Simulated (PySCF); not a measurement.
Ta(O)(OH)2(NH2) (H₄NO₃Ta), SMILES [NH2][Ta](=[O])([OH])[OH], multiplicity 1.

The structure is a stationary point at B3LYP-D3(BJ)/def2-SVP. The spin state was assumed, not searched. The structure was generated by enumeration; whether it is a known compound was not checked. The def2 effective core potentials stand for the cores of Ta; spin–orbit coupling is left out. One conformer was computed; it need not be the lowest.

Two levels are set side by side: PBE/def2-TZVP (PySCF) and HF/def2-TZVP (PySCF). Same geometry, gas phase. Differences are taken from unrounded values.

```json
[
 {"quantity": "orbital gap (eV)", "PBE": "5.21"},
 {"quantity": "highest occupied level (eV)", "PBE": "-6.34"},
 {"quantity": "lowest empty level (eV)", "PBE": "-1.14"},
 {"quantity": "dipole moment (D)", "PBE": "1.61"},
 {"quantity": "mean polarisability (bohr³)", "PBE": "57.3"}
]
```

**Question.** These are the PBE values. What does HF give? (Estimate from the structure and the level; the computed values follow.)

**Answer.** 
```tsv
quantity	HF	PBE minus HF
orbital gap (eV)	13.53	-8.33
highest occupied level (eV)	-11.41	5.07
lowest empty level (eV)	2.12	-3.26
dipole moment (D)	2.11	-0.51
mean polarisability (bohr³)	47.9	9.4
```

Without exact exchange PBE keeps part of each electron's self-repulsion, which lifts occupied levels and narrows the gap. PBE's more diffuse valence density responds more strongly to a field. Differences between two approximate levels are no errors against the true value.

Rough cost on one machine, each run with all the roots and properties that it gave: HF against PBE about 1/3.
